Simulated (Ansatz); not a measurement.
`[CH3][AlH][NH][AlH2]` + `FCS` → `CSCF` + `[AlH2][NH][AlH2]` at 500 K and 1 bar (substitution at a C–Al bond).

Computed with Ansatz on PBE0-D4/def2-TZVP structures; ΔE is electronic, products minus reactants. CBS: MP2 limit from def2 TZ/QZ plus the TZ coupled-cluster correction, frozen cores. One conformer a species, not always the lowest.

| species | CCSD(T)/CBS energy (Eh) | H − E (kJ/mol) | S (J/(mol·K)) |
| --- | --- | --- | --- |
| `[CH3][AlH][NH][AlH2]` | -581.06085 | 240.5 | 432.1 |
| `FCS` | -537.40796 | 130.0 | 305.7 |
| `CSCF` | -576.66859 | 216.8 | 357.4 |
| `[AlH2][NH][AlH2]` | -541.78272 | 152.7 | 361.8 |

H − E and S are ideal-gas, rigid-rotor, harmonic terms from PBE0-D4/def2-TZVP, for one conformer and one mirror image of each species. 1 Eh = 2625.50 kJ/mol, R = 8.31446 J/(mol·K).

Q: By hand: ΔE, ΔH, ΔS and ΔG.

A: ΔE = (-576.66859) + (-541.78272) − (-581.06085) − (-537.40796) = 0.01750 Eh = 45.9 kJ/mol. Δ(H − E) = 216.8 + 152.7 − 240.5 − 130.0 = -1.0, so ΔH = 44.9 kJ/mol. ΔS = 357.4 + 361.8 − 432.1 − 305.7 = -18.6 J/(mol·K). ΔG = 44.9 − 500 × (-18.6)/1000 = 54.2 kJ/mol.

Q: By hand: the equilibrium constant, and the temperature at which ΔG would vanish if ΔH and ΔS stayed fixed.

A: log₁₀ K = −ΔG/(RT ln 10) = -5.7. ΔH and −TΔS have one sign here, so there is no such temperature.

ΔH outweighs TΔS. A doubt of 5 kJ/mol in ΔE shifts log₁₀ K by 0.5 here. Other conformers and mirror images would add mixing entropy, several J/(mol·K) or more a flexible species. These are equilibria of isolated gas molecules and say nothing of rates. Largest T1 diagnostic: 0.012 (customary marks: 0.02 for closed shells, 0.045 for open ones).
